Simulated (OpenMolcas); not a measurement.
**CBrO+: a line through the functionals**

CBrO+: 3 atoms, total charge +1, spin state singlet. SMILES: `[O+]#CBr`. The shape is that of a GFN2-xTB optimisation.

The HOMO–LUMO gap y, in eV, basis def2-TZVP; a is the functional's share of exact exchange. Programs: OpenMolcas 26.06.

```
functional     program     a  y (eV)
    revPBE  OpenMolcas     0    6.34
      TPSS  OpenMolcas     0    6.53
     B3LYP  OpenMolcas   0.2       ?
      PBE0  OpenMolcas  0.25    8.68
     BHLYP  OpenMolcas   0.5   11.05
```

Q: Fit y = c + s·a to the known rows and predict B3LYP.

A: 
1. Means of the 4 rows: a = 0.1875, y = 8.150.
2. Σ(Δa)² = 0.17188, Σ(Δa·Δy) = 1.5825, so the slope is 1.5825/0.17188 = 9.207.
3. Intercept: 8.150 − (9.207) × 0.1875 = 6.424. The largest residual of the fit is 0.11.
4. B3LYP: 6.424 + (9.207) × 0.2 = 8.27 eV.

The run gave 8.15 eV, so the prediction is off by +0.12 eV, about the scatter of the fit. Exact exchange lowers occupied levels and raises empty ones. The rows mix families of semi-local functionals, which the line can't see.
